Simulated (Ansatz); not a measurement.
Reaction (atomization): `[AsH2]C[TeH]` → As• + C• + 5 H• + Te•

Program: Ansatz. Geometries: PBE0-D4/def2-TZVP. ΔE: electronic, gas phase. CCSD(T)/CBS adds triple-zeta CCSD(T) − MP2 to the extrapolated MP2 energy (def2 sets, frozen cores). This one scheme is used for every species, atoms too. For atomizations the MP2-based limit and the directly extrapolated one differ by several kJ/mol either way, and by 10 to 25 for some Ge, Se and Sn compounds, so smaller differences from it don't rank the levels. DFT in def2-TZVPP. B3LYP here is the variant with VWN-RPA as its local correlation; programs differ in this. No spin–orbit coupling; open shells (•) take unrestricted orbitals. Spin–orbit coupling would lower the free atoms: a little for C; strongly for Te. Elements past krypton have def2 core potentials. Bonds to As, Te are less sure, by a few kJ/mol each and by 10 to 20 or more in all where they break to atoms, as the def2 sets lack core-valence functions. Scalar relativity is left out up to krypton.

**Question.** What is ΔE at CCSD(T)/CBS? (An estimate is asked.)

**Answer.** The calculation gave: +2265.4 kJ/mol.

**Question.** What do these levels give: PBE0-D4, PBE-QIDH, PBE, revPBE, BLYP, PBE0, B3LYP, r2SCAN0, HF/def2-SVP, MP2/def2-SVP, CCSD(T)/def2-SVP, CCSD/CBS(def2)? (An estimate is asked.)

**Answer.** Ansatz gave: PBE0-D4 2241.4, PBE-QIDH 2213.9, PBE 2264.4, revPBE 2179.8, BLYP 2217.8, PBE0 2225.0, B3LYP 2228.5, r2SCAN0 2204.6, HF/def2-SVP 1508.9, MP2/def2-SVP 2046.2, CCSD(T)/def2-SVP 2068.9, CCSD/CBS(def2) 2225.2 kJ/mol.

Largest T1 diagnostic among the species: 0.011.

At CCSD(T), def2-SVP lies −196.5 kJ/mol from the extrapolated value and def2-TZVPP −70.0 kJ/mol: correlation converges slowly with the basis, and small sets miss more of it in the bonded molecule than in its fragments. In def2-TZVPP, CCSD(T) changes the Hartree–Fock value by +679.2 kJ/mol (the triples alone add +40.1 kJ/mol) and MP2 by +663.6 kJ/mol; breaking electron pairs costs correlation energy, which Hartree–Fock lacks. Leaving LDA and LC-ωPBE aside and taking each functional with its dispersion term where it has one, the values, not all of them listed here, spread over 90.9 kJ/mol, from BHLYP-D4 to PBE-D4. LDA lies +340.8 kJ/mol from PBE without D4, its usual overbinding.
